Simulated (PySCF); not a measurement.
# Field gradients at the hydrogen positions

C₇H₁₁OP.
Z-matrix (Å and degrees, PBE0-D3(BJ)/def2-SVP geometry), rows numbered from 1:
```
C 
C   1  1.3432
C   2  1.4493  1  125.73
C   3  1.3596  2  122.61  1   174.40
O   4  1.3442  3  121.83  2    -1.82
C   5  1.4037  4  118.62  3   166.97
P   4  1.8544  3  114.33  2   179.34
C   7  1.8599  4   88.10  3   -10.78
C   3  1.5039  2  123.25  1    -1.24
H   1  1.0937  2  122.11  3    -0.06
H   1  1.0925  2  121.03  3  -179.73
H   2  1.0946  1  119.25  3   179.38
H   6  1.0978  5  106.75  4   178.34
H   6  1.1043  5  111.78  4    59.57
H   6  1.1034  5  111.80  4   -62.35
H   7  1.4382  4   96.58  3    87.31
H   8  1.1020  7  105.75  4   -96.04
H   8  1.1000  7  111.02  4   147.94
H   9  1.1024  3  111.75  2   -40.11
H   9  1.1070  3  109.51  2    77.34
```

Level: PBE0/pcSseg-1 (PySCF, non-relativistic); Q(2H) = 0.00286 b; rigid geometry, the same for H and D, with no vibrational averaging.

Question: Rank these positions by the coupling χzz of a deuteron there, largest first.
A. H19 (methylene hydrogen)
B. H20 (methylene hydrogen)
C. H18 (methylene hydrogen)
D. H16 (P–H hydrogen)
E. H11 (vinylic hydrogen)

Answer: E (208 kHz), C (197 kHz), A (192 kHz), B (187 kHz), D (109 kHz).

What are Vzz, η and χzz (234.96 MHz × Q × Vzz) at all hydrogens?

| atom | bonded to | bond length (Å) | Vzz (au) | η | χzz (kHz) |
| --- | --- | --- | --- | --- | --- |
| H10 | C1 | 1.094 | 0.3074 | 0.07 | 207 |
| H11 | C1 | 1.092 | 0.3095 | 0.06 | 208 |
| H12 | C2 | 1.095 | 0.2970 | 0.06 | 200 |
| H13 | C6 | 1.098 | 0.2880 | 0.08 | 194 |
| H14 | C6 | 1.104 | 0.2747 | 0.10 | 185 |
| H15 | C6 | 1.103 | 0.2760 | 0.09 | 185 |
| H16 | P7 | 1.438 | 0.1617 | 0.09 | 109 |
| H17 | C8 | 1.102 | 0.2875 | 0.02 | 193 |
| H18 | C8 | 1.100 | 0.2935 | 0.02 | 197 |
| H19 | C9 | 1.102 | 0.2854 | 0.03 | 192 |
| H20 | C9 | 1.107 | 0.2788 | 0.02 | 187 |

Average by the element that carries the hydrogen.

on C: 195 kHz over 10 positions, mean bond length 1.100 Å; on P: 109 kHz over 1 position, mean bond length 1.438 Å.

How does χzz go with the bond length over the 10 C–H bonds?

A straight-line fit has a slope of -15.3 kHz for each 0.01 Å, with a correlation coefficient of -0.92, over lengths from 1.092 to 1.107 Å. The longer bonds have the smaller couplings here.

The structure is a single PBE0-D3(BJ)/def2-SVP conformer in the gas phase; no vibrational or solvent corrections. With so small a basis the couplings can be 20 % off.

The run behind these numbers computed NMR shieldings as well. The run took 47 s wall on an Intel Xeon Platinum 8488C with one thread, on a shared host, and the process peaked at 1.1 GiB of memory.
